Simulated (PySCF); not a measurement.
Delta-SCF ions had no search for a lower state. 

**C₁₀H₈SSi, SMILES `C#Cc1cc([SiH3])cc2ccsc12` (charge 0, multiplicity 1)**

Computed with PySCF 2.14.0 with PBE-D3(BJ)/def2-TZVP // PBE-D3(BJ)/def2-SVP.

```json
{
 "HOMO": "-5.57 eV",
 "dipole_moment": "1.28 D",
 "HOMO–LUMO gap": "3.24 eV",
 "LUMO": "-2.33 eV",
 "S1 excitation (TDA)": "3.84 eV",
 "S1 oscillator strength": "0.069",
 "brightest of the four lowest singlets (TDA)": "3.84 eV",
 "T1 excitation (TDA)": "2.86 eV",
 "S1–T1 gap (TDA)": "0.98 eV",
 "vertical ionisation energy (Delta-SCF)": "7.75 eV",
 "total_energy": "-1072.8666 Ha",
 "cost": "very roughly 27 core-minutes"
}
```

Bond lengths (Å): C1–C2 1.226, C1–H13 1.081, C2–C3 1.427, C3–C4 1.410, C3–C12 1.420, C4–C5 1.419, C4–H14 1.101, C5–Si6 1.888, C5–C7 1.406, Si6–H15 1.506, Si6–H16 1.506, Si6–H17 1.504, C7–C8 1.414, C7–H18 1.102, C8–C9 1.442, C8–C12 1.426, C9–C10 1.372, C9–H19 1.098, C10–S11 1.748, C10–H20 1.097, S11–C12 1.745. Angles (°): C2–C1–H13 179.6, C1–C2–C3 178.8, C2–C3–C4 121.9, C2–C3–C12 120.8, C4–C3–C12 117.3, C3–C4–C5 122.2, C3–C4–H14 117.5, C5–C4–H14 120.4, C4–C5–Si6 120.1, C4–C5–C7 119.3, Si6–C5–C7 120.6, C5–Si6–H15 110.9, C5–Si6–H16 111.0, C5–Si6–H17 108.9, H15–Si6–H16 107.6, H15–Si6–H17 109.2, H16–Si6–H17 109.1, C5–C7–C8 120.6, C5–C7–H18 120.5, C8–C7–H18 119.0, C7–C8–C9 129.7, C7–C8–C12 118.8, C9–C8–C12 111.5, C8–C9–C10 112.5, C8–C9–H19 123.8, C10–C9–H19 123.7, C9–C10–S11 113.3, C9–C10–H20 127.7, S11–C10–H20 118.9, C10–S11–C12 90.9, C3–C12–C8 121.9, C3–C12–S11 126.4, C8–C12–S11 111.7.
Charge 0, spin multiplicity 1.
